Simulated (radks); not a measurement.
Q: The mean radii <r> (bohr) of the occupied orbitals of an atom or ion are listed with their occupations. All-electron calculation, scalar-relativistic Kohn-Sham, LDA (Slater exchange, Perdew-Wang correlation), spin-polarised, spherical densities, point nucleus. Program: a radial shooting solver on a logarithmic mesh with Libxc functionals.

orbital  occ.      <r>
1s up       1  0.01579
1s down     1  0.01579
2s up       1  0.06650
2s down     1  0.06650
2p up       3  0.06056
2p down     3  0.06056
3s up       1   0.1717
3s down     1   0.1717
3p up       3   0.1738
3p down     3   0.1738
3d up       5   0.1576
3d down     5   0.1575
4s up       1   0.3763
4s down     1   0.3764
4p up       3   0.4014
4p down     3   0.4015
4d up       5   0.4202
4d down     5   0.4204
4f up       7   0.4339
4f down     6   0.4344
5s up       1   0.8187
5s down     1   0.8191
5p up       3   0.9292
5p down     3   0.9284
5d up       5    1.172
5d down     5    1.162
6s up       1    1.934
6p up       2    2.335

Name the element and its charge. Open shells, if any, are filled with parallel spins first.

A: Z = 83, bismuth, charge +3: Bi3+ in [Xe] 4f13 5d10 6s1 6p2. The 1s radius gives Z: for a bare nucleus <r> = (2 gamma + 1)/(2Z) with gamma = sqrt(1 - (Z/c)^2), 0.01561 bohr for Z = 83, and screening makes it slightly larger (0.01579 here). The occupations add up to 80, and the charge is Z minus that.
